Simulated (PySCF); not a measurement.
**Computed properties of Mo(O)2(Cl)(OSiH3) (ClH₃MoO₃Si), SMILES [O]=[Mo](=[O])([Cl])[O][SiH3], multiplicity 1**

Mo(O)2(Cl)(OSiH3) (ClH3MoO3Si), SMILES [O]=[Mo](=[O])([Cl])[O][SiH3], multiplicity 1. Geometry optimised at PBE0-D3(BJ)/def2-SVP. The spin state was assumed, not searched. The def2 effective core potentials stand for the cores of Mo; spin–orbit coupling is left out. Other conformers were not sampled. All values are computed for the isolated molecule unless a solvent is named; none is compared with measurement here.

**Structure.** The optimised structure has Cs symmetry. All 21 harmonic modes at PBE0-D3(BJ)/def2-SVP (PySCF) are real, so it is a minimum. With heavy atoms numbered as in [Mo:1](=[O:2])(=[O:3])([Cl:4])[O:5][SiH3:6], the shortest bond between them is Mo1–O2 at 1.667 Å and the longest Mo1–Cl4 at 2.271 Å.

**Vibrations.** The strongest infrared lines (harmonic, unscaled, degenerate partners summed) lie at 937 cm⁻¹ (991 km/mol, H 64 %, Si 18 %, O 17 %), 1041 cm⁻¹ (267 km/mol, O 65 %, H 28 %), 1051 cm⁻¹ (205 km/mol, O 81 %, Mo 19 %). The softest mode is at 28 cm⁻¹ and the zero-point energy is 23.6 kcal/mol.

**Electronic structure.** r2SCAN/def2-TZVP (PySCF) places the frontier levels at -8.25 and -3.63 eV, a gap of 4.62 eV, and gives a dipole moment of 3.13 D and a mean polarisability of 85.6 bohr³. PBE/def2-TZVP (PySCF) at the same geometry gives -7.85 and -3.61 eV, so its gap is 0.38 eV narrower. An orbital gap is neither the optical nor the fundamental gap.

**Excitations.** TDDFT-CAM-B3LYP/def2-SVPD (PySCF) has S1 at 4.87 eV (255 nm, f = 0.001, dark); the most intense of the 10 singlets computed lies at 5.45 eV (f = 0.03). T1 (TDA) is at 4.33 eV. TDDFT-PBE/def2-SVPD (PySCF) puts S1 at 4.44 eV. No vertical singlet excitation falls in the visible range (under 3.1 eV).
